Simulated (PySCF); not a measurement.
System: C3H7Ge, charge 0, multiplicity 2. It need not be the lowest isomer of its formula. 
Structure (B3LYP-D3(BJ)/def2-TZVP (Ansatz) minimum search):
```xyz
11

C     -2.3523     0.1515    -0.5219
C     -1.8199    -0.4506     0.5952
C     -0.4696    -0.5439     0.9059
Ge     0.9859     0.1609    -0.1761
H     -3.4197     0.1804    -0.6886
H     -1.7246     0.6165    -1.2718
H     -2.5236    -0.8929     1.2969
H     -0.1996    -1.0500     1.8257
H      2.3158    -0.1567     0.5271
H      0.8595     1.6869    -0.3508
H      0.9929    -0.4753    -1.5798
```
Charge 0, spin multiplicity 2.

Dispersion corrections to the total energy (kcal/mol) from the dftd3 and dftd4 libraries through PySCF: D3(BJ) without and D4 with the three-body term, each with the damping fitted for the functional named.

```json
[
 {"functional": "LC-wPBE", "D3(BJ)": "-5.02", "D4": "[?]"},
 {"functional": "PW6B95", "D3(BJ)": "-2.78", "D4": "-4.26"},
 {"functional": "PBE0", "D3(BJ)": "-4.54", "D4": "-4.20"},
 {"functional": "TPSSh", "D3(BJ)": "[?]", "D4": "-6.10"},
 {"functional": "B2PLYP", "D3(BJ)": "-4.37", "D4": "-3.47"},
 {"functional": "PBE", "D3(BJ)": "-5.17", "D4": "-4.98"},
 {"functional": "BHLYP", "D3(BJ)": "-7.35", "D4": "[?]"}
]
```

Question: Fill in the missing entries.

Answer: 
- LC-wPBE, D4: -5.55
- TPSSh, D3(BJ): -6.08
- BHLYP, D4: -6.09
